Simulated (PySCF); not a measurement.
AlH₄, SMILES [AlH4-], charge -1.

Geometry optimised at PBE0-D3(BJ)/def2-TZVPD. The isomer is the one that the SMILES or the coordinates give; other isomers of the formula were not compared.

Method: PBE0-D3(BJ)/def2-TZVPD run with PySCF.

Frequencies are harmonic and unscaled.

Modes within 1.5 cm⁻¹ of each other (mostly degenerate sets) share a row, with their intensities summed.

```json
[
 {"mode": "1–2", "ν (cm⁻¹)": "750", "IR (km/mol)": "0.0", "Raman (Å⁴/amu)": "15.2", "depolarisation": "0.75", "moving atoms (share of kinetic energy)": "H 100 %"},
 {"mode": "3–5", "ν (cm⁻¹)": "763", "IR (km/mol)": "1219.5", "Raman (Å⁴/amu)": "1.9", "depolarisation": "0.75", "moving atoms (share of kinetic energy)": "H 91 %, Al 9 %"},
 {"mode": "6–8", "ν (cm⁻¹)": "1645", "IR (km/mol)": "1842.9", "Raman (Å⁴/amu)": "265.9", "depolarisation": "0.75", "moving atoms (share of kinetic energy)": "H 96 %"},
 {"mode": "9", "ν (cm⁻¹)": "1727", "IR (km/mol)": "0.0", "Raman (Å⁴/amu)": "486.0", "depolarisation": "0.00", "moving atoms (share of kinetic energy)": "H 100 %"}
]
```
